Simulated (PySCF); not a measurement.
CH5ClFNSi, SMILES NC[Si@H](F)Cl.

Geometry optimised at PBE0-D3(BJ)/def2-SVP. The structure was generated by enumeration; whether it is a known compound was not checked. The values are those of a single conformer.

Method: TDDFT-PBE/def2-SVPD run with PySCF 2.14.0.

Vertical excitations. Gas-phase values at a fixed geometry.

Computed UV-visible absorptions:
```json
[
 {"state": "S1", "energy (eV)": "5.21", "λ (nm)": "238", "f": "0.045", "main pairs": "HOMO→LUMO 96 %"},
 {"state": "S2", "energy (eV)": "5.35", "λ (nm)": "232", "f": "0.004", "main pairs": "HOMO→LUMO+1 98 %"},
 {"state": "S3", "energy (eV)": "5.69", "λ (nm)": "218", "f": "0.029", "main pairs": "HOMO→LUMO+2 96 %"},
 {"state": "S4", "energy (eV)": "6.29", "λ (nm)": "197", "f": "0.026", "main pairs": "HOMO→LUMO+3 96 %"},
 {"state": "S5", "energy (eV)": "6.74", "λ (nm)": "184", "f": "0.035", "main pairs": "HOMO→LUMO+4 97 %"},
 {"state": "S6", "energy (eV)": "7.03", "λ (nm)": "176", "f": "0.005", "main pairs": "HOMO→LUMO+5 97 %"},
 {"state": "S7", "energy (eV)": "7.23", "λ (nm)": "171", "f": "0.043", "main pairs": "HOMO→LUMO+6 84 %"},
 {"state": "S8", "energy (eV)": "7.36", "λ (nm)": "168", "f": "0.018", "main pairs": "HOMO−1→LUMO 81 %, HOMO→LUMO+7 15 %"},
 {"state": "S9", "energy (eV)": "7.52", "λ (nm)": "165", "f": "0.062", "main pairs": "HOMO→LUMO+7 67 %"},
 {"state": "S10", "energy (eV)": "7.63", "λ (nm)": "162", "f": "0.003", "main pairs": "HOMO−1→LUMO+1 60 %, HOMO−2→LUMO 38 %"},
 {"state": "T1", "energy (eV)": "4.80", "λ (nm)": "258", "f": "0", "main pairs": "HOMO→LUMO 100 %"},
 {"state": "T2", "energy (eV)": "5.19", "λ (nm)": "239", "f": "0", "main pairs": "HOMO→LUMO+1 99 %"},
 {"state": "T3", "energy (eV)": "5.50", "λ (nm)": "225", "f": "0", "main pairs": "HOMO→LUMO+2 99 %"},
 {"state": "T4", "energy (eV)": "6.10", "λ (nm)": "203", "f": "0", "main pairs": "HOMO→LUMO+3 99 %"}
]
```
Triplets are in the Tamm–Dancoff approximation, which puts them higher than full response would, so one can lie above its singlet here.
